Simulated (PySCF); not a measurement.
Structure problem from calculated spectra and properties.

Elements present: C, H, O and Si. Monoisotopic mass: 151.9781 u.

* UV, first state: lowest singlet excitation: 7.55 eV (164 nm, f = 0.016) [TDDFT CAM-B3LYP/def2-SVPD]
* Triplet: lowest triplet excitation (Tamm–Dancoff): 7.20 eV [TDA CAM-B3LYP/def2-SVPD]
* Dipole: 0.86 D [CAM-B3LYP/def2-SVPD]
* NMR, other nuclei: isotropic shieldings of nuclei other than C and H, by class: 227 (2 O), 237 (1 O), 351 (1 Si), 371 (2 Si) ppm [GIAO PBE/pcSseg-1]
* 13C NMR: chemical shifts (computed TMS as zero) by class: 2.8 (1 C) ppm [GIAO PBE/pcSseg-1]
* Rotational structure: rotational constants A, B, C: 2.128, 1.400, 0.935 GHz [PBE0-D3(BJ)/def2-SVP]
* Valence photoelectron: vertical ionisation energy: 10.37 eV [ΔSCF CAM-B3LYP/def2-SVPD]
* 1H NMR: chemical shifts (computed TMS as zero) by class: 5.52 (1 H), 5.51 (2 H), 5.49 (2 H), 0.36 (3 H) ppm [GIAO PBE/pcSseg-1]

Electronic properties: PySCF, gas phase, density fitting. Levels stand in brackets. Isolated species at its PBE0-D3(BJ)/def2-SVP geometry, gas phase. NMR classes are plain means over equivalent atoms (diastereotopic ones count apart unless rotation or inversion swaps them), as if these changed places fast.

Question: Which formula fits the mass and the elements?

Answer: CH8O3Si3 (calculated 151.9781). No other formula that holds each of these elements comes within 0.0003 u with a fitting electron parity and a possible valence count.

Question: What is the compound? Reason from the data.

Answer: Numbering: `[CH3:1][SiH:2]1[O:3][SiH2:4][O:5][SiH2:6][O:7]1`. Its formula, CH8O3Si3, gives 1 degree of unsaturation: 1 ring and 0 π bonds in the structure found. The one carbon: Si-methyl carbon [C1] (2.8 ppm). Hydrogen classes from least to most shielded: 1 H on an oxygen-bound silicon, Si2 (5.52 ppm), 2 H on 2 oxygen-bound silicons, Si4/Si6 (5.51 ppm), 2 H on 2 oxygen-bound silicons, Si4/Si6 (5.49 ppm), 3 H on an Si-methyl carbon, C1 (0.36 ppm). The other shieldings belong to: 227 ppm, siloxane oxygen [O3/O7]; 237 ppm, siloxane oxygen [O5]; 351 ppm, oxygen-bound silicon [Si2]; 371 ppm, oxygen-bound silicon [Si4/Si6]. By its constants the optimised geometry is an asymmetric top. Structure: `C[SiH]1O[SiH2]O[SiH2]O1`. The assignments are read from this structure; whether some other isomer fits the data as well wasn't checked.
